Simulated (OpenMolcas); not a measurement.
## As²⁺: the spin-orbit constant, worked from levels

```yaml
Program: OpenMolcas
Basis: ANO-R3 [7s6p5d3f2g]
Scalar_Hamiltonian: X2C, finite nucleus
Active_space: 3 electrons in 4 orbitals (4s 4p)
State_averaging: 2S+1 = 4 odd, 1 root; 2S+1 = 2 odd, 11 roots; 2S+1 = 4 even, 3 roots; 2S+1 = 2 even, 9 roots
Spin-orbit_coupling: RASSI with atomic mean-field integrals over the reference wave functions, term energies averaged over their components
```

Methods: CASSCF; MS-CASPT2, IPEA 0.25 Eh, imaginary shift 0.1 Eh (closed shells correlated: 3d). Measured levels: Moore, Atomic Energy Levels, vol. II, NSRDS-NBS 35 (1971 reprint of NBS Circular 467, 1952).

**The spin-orbit constant.** For the Hund term 2P* of p1, E(J) = (A/2) J(J+1) + constant and ζ = 2S·A = A. From J = 1/2 to J = 3/2 the energy changes by 1.5 A.

| Source | E(3/2) - E(1/2) | A | ζ |
| --- | --- | --- | --- |
| CASSCF | 2612.3 | 1741.5 | 1742 |
| MS-CASPT2 | 2636.3 | 1757.5 | 1758 |
| measured | 2940.0 | 1960.0 | 1960 |

All in cm-1. MS-CASPT2 is off by -10.3 % and CASSCF by -11.1 %. Both methods take the spin-orbit matrix elements from the reference wave functions, so the second can move ζ only through the term energies and any multistate remixing.

Over all roots computed the reference weight is 0.88 to 0.96 in MS-CASPT2; the roots of lowest weight are the least certain, and an intruder state may touch them. Measured partners are found by configuration, term and J. A level has none where our copy of the source lacks it or the pairing is in doubt (some pairs that miss far off the trend of their configuration count as doubtful), and it then counts in no deviation. Levels of configurations outside the active space are missing.

* marks odd parity.
